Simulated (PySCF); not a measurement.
## alpha-methylstyrene, C₉H₁₀

Geometry:
```
atom   x (Å)   y (Å)   z (Å)
  C1  -2.010  -1.033   1.440
  C2  -1.588  -0.413   0.327
  C3  -2.571   0.079  -0.697
  C4  -0.147  -0.171   0.067
  C5   0.271   0.891  -0.749
  C6   1.624   1.133  -0.981
  C7   2.592   0.310  -0.412
  C8   2.194  -0.762   0.387
  C9   0.843  -1.001   0.618
 H10  -3.074  -1.220   1.609
 H11  -1.320  -1.354   2.224
 H12  -2.589   1.180  -0.740
 H13  -2.310  -0.276  -1.707
 H14  -3.590  -0.258  -0.460
 H15  -0.469   1.552  -1.203
 H16   1.921   1.973  -1.613
 H17   3.653   0.495  -0.598
 H18   2.942  -1.428   0.824
 H19   0.546  -1.862   1.220
```

Method: quadratic response CAM-B3LYP/aug-cc-pVDZ first hyperpolarisability, Taylor convention, gas phase in PySCF. Geometry: PBE0-D3(BJ)/def2-SVP.

(1) Give the tensor of the static β(0;0,0) in the axes of these coordinates.

## Answers

(1) In au, Taylor convention; rows are the first index (the induced dipole):
```tsv
	xx	yy	zz	xy	xz	yz
x	+3.6	+5.5	-7.0	+10.9	-24.3	-9.8
y	+10.9	+17.1	-2.5	+5.5	-9.8	-12.0
z	-24.3	-12.0	-2.1	-9.8	-7.0	-2.5
```
Norm of βᵢ = ⅓ Σⱼ (βᵢⱼⱼ + βⱼᵢⱼ + βⱼⱼᵢ): 46.2 au, hyper-Rayleigh value 22.7 au.
